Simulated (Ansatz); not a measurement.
`C#CCC[SiH3]` and `[SiH3]C[CH2][GeH3]` differ in one atom or group.

Ansatz, PBE0-D4/def2-TZVP geometries, multiplicity 1. Each molecule was computed in one conformer, which needn't be the lowest.

Scalar relativity is left out up to krypton.

| property | `C#CCC[SiH3]` |
| --- | --- |
| HOMO–LUMO gap (PBE/def2-TZVPP) / eV | 6.12 |
| size of the dipole moment (ωB97M-V/def2-TZVPP) / D | 0.17 |
| LUMO energy (PBE0/def2-TZVPP) / eV | 0.41 |
| LUMO energy (PBE/def2-TZVPP) / eV | -0.44 |
| HOMO energy (PBE/def2-TZVPP) / eV | -6.56 |
| HOMO energy (ωB97M-V/def2-TZVPP) / eV | -10.02 |

(1) What does the change do to each property? (Best estimate.)

## Answers

(1) Ansatz gave: 
| property | `[SiH3]C[CH2][GeH3]` | shift |
| --- | --- | --- |
| HOMO–LUMO gap (PBE/def2-TZVPP) / eV | 6.34 | 0.22 |
| size of the dipole moment (ωB97M-V/def2-TZVPP) / D | 0.09 | -0.08 |
| LUMO energy (PBE0/def2-TZVPP) / eV | 0.44 | 0.03 |
| LUMO energy (PBE/def2-TZVPP) / eV | -0.35 | 0.09 |
| HOMO energy (PBE/def2-TZVPP) / eV | -6.69 | -0.13 |
| HOMO energy (ωB97M-V/def2-TZVPP) / eV | -9.99 | 0.03 |

Dipoles are sizes alone; their direction can turn.
